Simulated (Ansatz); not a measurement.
Steps of a relaxation of CH₆OSSi₂ (`O=C([SiH3])[SiH2]S`) with RKS PBE-D4/def2-SVP.

```sh
$ ansatz run in.yaml --threads 4 --pin off --events-out ev --progress --plain --max-ram 10444MiB
```

```yaml
crystal:
  periodic: [false, false, false]
  atoms:
    - {symbol: O, position_ang: [-0.827100, -1.716900, -0.081800]}
    - {symbol: C, position_ang: [-0.228900, -0.665400, 0.142200]}
    - {symbol: Si, position_ang: [1.283000, -0.713800, 1.144100]}
    - {symbol: Si, position_ang: [-0.674400, 1.002900, -0.492200]}
    - {symbol: S, position_ang: [-1.273100, 0.855100, -2.587700]}
    - {symbol: H, position_ang: [1.232400, 0.250400, 2.299500]}
    - {symbol: H, position_ang: [2.531900, -0.311400, 0.363700]}
    - {symbol: H, position_ang: [1.637200, -2.041600, 1.724500]}
    - {symbol: H, position_ang: [-1.932800, 1.525600, 0.282700]}
    - {symbol: H, position_ang: [0.321200, 2.022200, -0.344200]}
    - {symbol: H, position_ang: [-2.004000, -0.264100, -2.430200]}
basis:
  gaussian: {orbitals: def2-SVP}
hamiltonian: {xc: pbe, dispersion: d4}
relax: {f_tol: 0.03, max_steps: 200}
```

Positions (Å) and forces (eV/Å) along the path, 13 of 27 steps:

```xyz
11
step=1 energy=-29744.5061 eV
O    -0.827   -1.717   -0.082   -0.671   -0.089   -0.406
C    -0.229   -0.665    0.142   -0.406   -1.302   -0.224
Si    1.283   -0.714    1.144    2.950   -0.201    1.716
Si   -0.674    1.003   -0.492   -3.339    1.125   -1.078
S    -1.273    0.855   -2.588    0.578    0.522   -0.052
H     1.232    0.250    2.300   -0.190    0.189   -0.034
H     2.532   -0.311    0.364   -0.397    0.089   -0.111
H     1.637   -2.042    1.724   -0.217   -0.286    0.009
H    -1.933    1.526    0.283    0.730   -0.369   -0.145
H     0.321    2.022   -0.344    1.149    0.738    0.054
H    -2.004   -0.264   -2.430   -0.186   -0.417    0.270
11
step=2 energy=-29744.9043 eV
O    -0.847   -1.693   -0.109   -0.052    0.301   -0.346
C    -0.194   -0.662    0.092   -0.806   -1.082    0.143
Si    1.332   -0.740    1.183    1.351    0.166    0.574
Si   -0.782    1.031   -0.533   -0.532    0.991   -0.532
S    -1.248    0.889   -2.651   -0.243   -0.401    0.683
H     1.202    0.279    2.295   -0.067   -0.068   -0.056
H     2.504   -0.280    0.334   -0.107   -0.099    0.105
H     1.588   -2.110    1.746   -0.074    0.036   -0.047
H    -1.922    1.488    0.385    0.222   -0.169   -0.292
H     0.321    2.015   -0.443    0.289    0.268    0.153
H    -1.889   -0.273   -2.278    0.019    0.058   -0.386
11
step=7 energy=-29745.1026 eV
O    -0.812   -1.604   -0.363   -0.073   -0.229   -0.037
C    -0.205   -0.637    0.070    0.205    0.270    0.014
Si    1.370   -0.777    1.233   -0.125   -0.052   -0.018
Si   -0.802    1.147   -0.538    0.015    0.052   -0.024
S    -1.410    0.820   -2.570   -0.107   -0.169    0.077
H     1.219    0.239    2.332    0.007    0.016    0.016
H     2.541   -0.384    0.375    0.006    0.011   -0.010
H     1.563   -2.158    1.788   -0.017   -0.007    0.001
H    -1.914    1.577    0.385    0.005    0.008    0.027
H     0.291    2.179   -0.491    0.018   -0.016    0.023
H    -1.775   -0.458   -2.199    0.068    0.116   -0.069
11
step=8 energy=-29745.1080 eV
O    -0.783   -1.580   -0.434    0.027   -0.156   -0.008
C    -0.196   -0.615    0.040    0.112    0.143   -0.019
Si    1.347   -0.780    1.230   -0.071   -0.038    0.012
Si   -0.798    1.174   -0.543   -0.161    0.054   -0.102
S    -1.506    0.803   -2.537   -0.052   -0.546    0.264
H     1.197    0.234    2.330    0.002    0.016    0.015
H     2.531   -0.398    0.383    0.002    0.005   -0.002
H     1.518   -2.166    1.780   -0.026   -0.005   -0.006
H    -1.881    1.605    0.418    0.061   -0.003    0.025
H     0.298    2.200   -0.510    0.054   -0.007    0.003
H    -1.662   -0.535   -2.135    0.052    0.538   -0.182
11
step=12 energy=-29745.1321 eV rejected
O    -0.457   -1.578   -0.720    0.488    0.926    0.303
C    -0.031   -0.566   -0.138   -0.720   -0.907    0.012
Si    1.304   -0.766    1.285    0.164    0.029   -0.257
Si   -0.830    1.188   -0.571    0.149    0.104   -0.207
S    -1.933    0.781   -2.369    0.141   -0.435    0.270
H     1.069    0.249    2.373   -0.035   -0.004   -0.042
H     2.625   -0.463    0.614   -0.060   -0.033    0.105
H     1.301   -2.167    1.829   -0.035    0.055   -0.031
H    -1.646    1.666    0.618    0.111   -0.126   -0.141
H     0.304    2.169   -0.775   -0.108   -0.022    0.051
H    -1.641   -0.571   -2.126   -0.096    0.414   -0.060
11
step=13 energy=-29745.1633 eV
O    -0.491   -1.570   -0.697    0.123    0.273    0.151
C    -0.086   -0.578   -0.090   -0.071   -0.290   -0.091
Si    1.306   -0.765    1.271    0.007   -0.003   -0.044
Si   -0.813    1.191   -0.571   -0.046    0.019   -0.039
S    -1.856    0.768   -2.390   -0.020   -0.003    0.035
H     1.083    0.246    2.364   -0.005   -0.005   -0.011
H     2.600   -0.441    0.568   -0.031   -0.018    0.031
H     1.333   -2.166    1.810   -0.006    0.024   -0.003
H    -1.683    1.656    0.576    0.061   -0.014   -0.037
H     0.322    2.172   -0.720   -0.034   -0.022    0.010
H    -1.650   -0.570   -2.100    0.022    0.038   -0.001
11
step=14 energy=-29745.1690 eV
O    -0.436   -1.565   -0.751    0.020    0.049    0.003
C    -0.061   -0.581   -0.118    0.007   -0.106   -0.052
Si    1.298   -0.763    1.271   -0.010    0.025   -0.001
Si   -0.814    1.183   -0.571   -0.004    0.063    0.064
S    -1.940    0.770   -2.336   -0.014   -0.041    0.002
H     1.030    0.277    2.326    0.041   -0.024    0.015
H     2.618   -0.472    0.608   -0.019    0.005    0.016
H     1.297   -2.153    1.839   -0.016    0.018    0.009
H    -1.616    1.643    0.623    0.013   -0.006   -0.048
H     0.316    2.163   -0.757   -0.009   -0.011   -0.005
H    -1.625   -0.561   -2.114   -0.010    0.028   -0.003
11
step=17 energy=-29745.1736 eV
O    -0.320   -1.534   -0.844    0.019    0.018    0.022
C    -0.019   -0.564   -0.153   -0.041    0.029   -0.027
Si    1.290   -0.763    1.282    0.024   -0.017    0.008
Si   -0.836    1.189   -0.563    0.013   -0.043   -0.018
S    -2.042    0.742   -2.269    0.023   -0.046    0.015
H     1.062    0.300    2.321   -0.001    0.000   -0.004
H     2.642   -0.555    0.652   -0.007   -0.008    0.005
H     1.197   -2.138    1.877   -0.002    0.012   -0.005
H    -1.592    1.654    0.653   -0.008    0.000    0.005
H     0.278    2.175   -0.807   -0.002    0.001    0.002
H    -1.595   -0.564   -2.129   -0.017    0.055   -0.002
11
step=19 energy=-29745.1746 eV
O    -0.273   -1.514   -0.870   -0.011   -0.070   -0.058
C    -0.002   -0.548   -0.165    0.014    0.066    0.082
Si    1.297   -0.762    1.283    0.013   -0.008   -0.027
Si   -0.854    1.189   -0.556    0.015   -0.008   -0.022
S    -2.066    0.729   -2.255    0.014   -0.008    0.007
H     1.109    0.331    2.300    0.007   -0.004   -0.002
H     2.662   -0.635    0.659   -0.031   -0.004    0.016
H     1.135   -2.120    1.905    0.000    0.027   -0.007
H    -1.612    1.639    0.665   -0.003   -0.005    0.007
H     0.243    2.193   -0.803   -0.009   -0.002    0.004
H    -1.573   -0.560   -2.143   -0.010    0.016    0.001
11
step=20 energy=-29745.1747 eV
O    -0.231   -1.499   -0.894    0.004    0.073    0.068
C     0.006   -0.536   -0.169    0.053   -0.071   -0.062
Si    1.303   -0.757    1.282    0.021   -0.032   -0.006
Si   -0.872    1.187   -0.549    0.010   -0.017    0.019
S    -2.076    0.723   -2.251   -0.005    0.005   -0.010
H     1.165    0.367    2.276    0.011   -0.033   -0.029
H     2.675   -0.713    0.655   -0.092   -0.001    0.036
H     1.074   -2.093    1.937    0.016    0.072   -0.022
H    -1.634    1.613    0.679   -0.011    0.000   -0.008
H     0.210    2.210   -0.784   -0.010   -0.009    0.000
H    -1.556   -0.558   -2.162    0.003    0.016    0.014
11
step=23 energy=-29745.1760 eV
O    -0.234   -1.502   -0.894   -0.003   -0.004   -0.004
C     0.012   -0.539   -0.173    0.008   -0.005   -0.004
Si    1.304   -0.757    1.278    0.024   -0.004    0.013
Si   -0.871    1.184   -0.545   -0.012    0.007    0.009
S    -2.063    0.731   -2.258    0.005   -0.005   -0.006
H     1.180    0.383    2.253    0.005   -0.012   -0.011
H     2.671   -0.735    0.648   -0.026   -0.003    0.011
H     1.065   -2.076    1.955    0.002    0.022   -0.008
H    -1.646    1.588    0.682    0.003    0.001   -0.002
H     0.202    2.219   -0.764   -0.003   -0.005    0.002
H    -1.554   -0.553   -2.161   -0.002    0.008    0.000
11
step=26 energy=-29745.1771 eV
O    -0.196   -1.490   -0.921    0.005    0.013    0.009
C     0.027   -0.532   -0.185   -0.008   -0.005   -0.022
Si    1.315   -0.750    1.268    0.034   -0.009    0.035
Si   -0.896    1.175   -0.526   -0.007    0.004    0.011
S    -2.051    0.737   -2.270   -0.001    0.004    0.004
H     1.276    0.448    2.180    0.002   -0.030   -0.023
H     2.677   -0.868    0.637   -0.034    0.002    0.017
H     0.985   -2.007    2.024    0.007    0.032   -0.018
H    -1.696    1.522    0.704    0.006   -0.002   -0.015
H     0.148    2.247   -0.703   -0.004   -0.007    0.000
H    -1.525   -0.540   -2.187    0.001   -0.002    0.001
11
step=27 energy=-29745.1773 eV
O    -0.184   -1.486   -0.930    0.006    0.021    0.015
C     0.032   -0.530   -0.189   -0.007   -0.008   -0.012
Si    1.320   -0.749    1.267    0.010   -0.011    0.002
Si   -0.903    1.172   -0.522    0.002    0.001   -0.003
S    -2.050    0.741   -2.272    0.005   -0.010    0.008
H     1.300    0.460    2.163    0.000   -0.008   -0.006
H     2.679   -0.899    0.640   -0.022    0.001    0.009
H     0.967   -1.989    2.039    0.003    0.017   -0.011
H    -1.710    1.510    0.705    0.004   -0.002    0.003
H     0.136    2.250   -0.690   -0.001   -0.001    0.002
H    -1.521   -0.536   -2.191   -0.002    0.000   -0.007
```

It took 27 s on 4 threads of an Intel Xeon Platinum 8488C on a shared host, with 0.19 GiB of host memory at the peak.
